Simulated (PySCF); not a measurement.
**Stretching Bi₂⁺**

Set-up: Bi cc-pVDZ-PP with ECP60; scalar-relativistic core potentials (PySCF 2.14). Energies in eV from Bi⁺ + Bi in their ground configurations at the same level. All curves are PBE0. state 1: doublet, unpaired electrons π ↑; state 2: ⁴Πg (quartet), unpaired electrons π ↑↑↑, a second solution, started from another occupation; state 3: Ms = 0.5 determinant of mixed spin (⟨S²⟩ near 1.1), unpaired electrons σ ↑, a second solution, started from another occupation; state 4: Ms = 0.5 determinant of mixed spin (⟨S²⟩ near 1.8), unpaired electrons π ↑↑↓, a mixture of terms (⟨Lz²⟩ = 3.0), a second solution, started from another occupation.

| R (Å) | state 1 | state 2 | state 3 | state 4 |
| --- | --- | --- | --- | --- |
| 2.376 | -1.496 | 0.589 | -1.313 | 0.976 |
| 2.487 | -2.277 | -0.601 | -1.812 | -0.221 |
| 2.597 | -2.678 | -1.373 | -1.997 | -0.999 |
| 2.680 | -2.802 | -1.751 | -2.019 | -1.381 |
| 2.763 | -2.818 | -1.998 | -2.001 | -1.631 |
| 2.846 | -2.774 | -2.143 | -1.958 | -1.780 |
| 2.956 | -2.654 | -2.219 | -1.878 | -1.858 |
| 3.095 | -2.443 | -2.180 | -1.761 | -1.822 |
| 3.260 | -2.146 | -2.009 | -1.615 | -1.652 |
| 3.481 | -1.742 | -1.673 | -1.430 | -1.317 |

**Question.** Put a parabola through the three lowest points of the state 2 curve and estimate Re, k and ωe (reduced mass 104.5 u; 1 eV/Å² = 0.16022 mdyn/Å; ωe = 1302.8·√(k/μ) cm⁻¹).

**Answer.** Through R = 2.846, 2.956, 3.095 Å the second-order coefficient is 3.90 eV/Å², so Re ≈ 2.990 Å, k ≈ 1.25 mdyn/Å and ωe ≈ 142 cm⁻¹. A polynomial fit of higher order to the unrounded PBE0 energies gives Re = 2.981 Å, k = 1.18 mdyn/Å, ωe = 138 cm⁻¹; anharmonicity and rounding make the difference.

The higher-order fit for each curve: state 2: Re = 2.981 Å, ωe = 138 cm⁻¹, minimum 2.22 eV below the ground-state fragments; state 4: Re = 2.984 Å, ωe = 138 cm⁻¹, minimum 1.86 eV below the ground-state fragments. State 1 gave no clean fit. State 3 gave no clean fit.

⟨S²⟩ of the unrestricted solution departs from its pure value on part of the curve, where spin states mix. These are scalar-relativistic numbers at best; spin–orbit coupling would shift them, the dissociation energy most. The state was picked by a PBE0 search and need not be the measured ground state.
